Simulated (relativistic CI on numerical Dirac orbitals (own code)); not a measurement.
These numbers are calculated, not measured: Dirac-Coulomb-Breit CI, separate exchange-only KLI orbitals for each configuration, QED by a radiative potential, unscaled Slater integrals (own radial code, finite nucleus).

The strongest absorption lines from the ground level of an ion, among the configurations computed and to levels below about 454 eV (vacuum wavelength in nm, gf): 5.0210 (0.36), 5.3630 (0.26), 5.3945 (0.35), 5.4469 (1.5), 5.4883 (0.21), 5.5794 (0.74), 5.6618 (0.34), 6.0112 (0.71).

(1) Which ion is it?
A. Sb²⁹⁺
B. Sb²⁷⁺
C. Ag²³⁺
D. I²⁹⁺

Answers

(1) B. Sb²⁷⁺ has 24 electrons and the ground level 3s2.3p6.3d6 5D_4; the strongest line goes to 3s2.3p5.3d7 5P°_3. The pattern of lines fixes the number of electrons, and along that sequence the line energies rise steadily with the charge (about as its square where n changes within one kind of shell, about linearly where n is kept but much faster in heavy ions where fine structure, which grows about as Z⁴, sets the gap, and irregularly where shells cross), which fixes Z. Configurations outside the model, such as inner-shell arrays, can give stronger lines. At this charge energies of transitions that change n are usually good to better than 1 %, and those within a shell (Δn = 0) to a few per cent. Terms inside the open d or f shell come out 10 to 20 % too wide with unscaled integrals.

LS names give the leading component of a level, which can be under half, so a name can repeat, a term be missing and a line seem to break the LS rules.
